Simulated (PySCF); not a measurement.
C4H8BN.

```xyz
14

C     -0.7754     2.0475     0.0000
C     -0.0137     0.7627     0.0000
C      1.3217     0.5208     0.0000
C      1.3585    -1.0080     0.0000
B     -0.2429    -0.7881     0.0000
N     -1.3430    -1.6426     0.0000
H     -1.4339     2.1208    -0.8831
H     -0.1103     2.9269     0.0000
H     -1.4339     2.1208     0.8831
H      2.1648     1.2299     0.0000
H      1.8199    -1.4659    -0.8936
H      1.8199    -1.4659     0.8936
H     -1.2560    -2.6519     0.0000
H     -2.3015    -1.3139     0.0000
```
Charge 0, spin multiplicity 1.

Geometry optimised at B3LYP-D3(BJ)/def2-SVP. This is a generated structure with no PubChem entry under its InChIKey; it may be hypothetical. One conformer was computed; it need not be the lowest.

These are PBE0/pcSseg-1 (PySCF) values and carry that method's errors. Non-relativistic, no solvent.

Computed absolute GIAO shielding of each atom: isotropic value and principal components (ppm):
```
atom  σ(iso)     σ11    σ22    σ33   span
----  ------  ------  -----  -----  -----
C1     167.2   153.5  162.7  185.4   32.0
C2      27.0   -80.9    1.6  160.4  241.3
C3      18.1  -109.0   23.6  139.7  248.7
C4     164.5   147.1  170.4  176.0   28.8
B5      60.9    33.1   45.8  103.9   70.8
N6     176.3   109.2  208.6  211.1  101.9
H7      29.6    25.8   27.9   35.0    9.2
H8      29.5    25.8   28.2   34.4    8.6
H9      29.6    25.8   27.9   35.0    9.2
H10     23.5    20.9   23.9   25.9    5.1
H11     29.9    27.0   27.8   35.0    8.1
H12     29.9    27.0   27.8   35.0    8.1
H13     27.9    22.9   25.1   35.6   12.7
H14     27.7    22.5   25.2   35.4   12.9
```
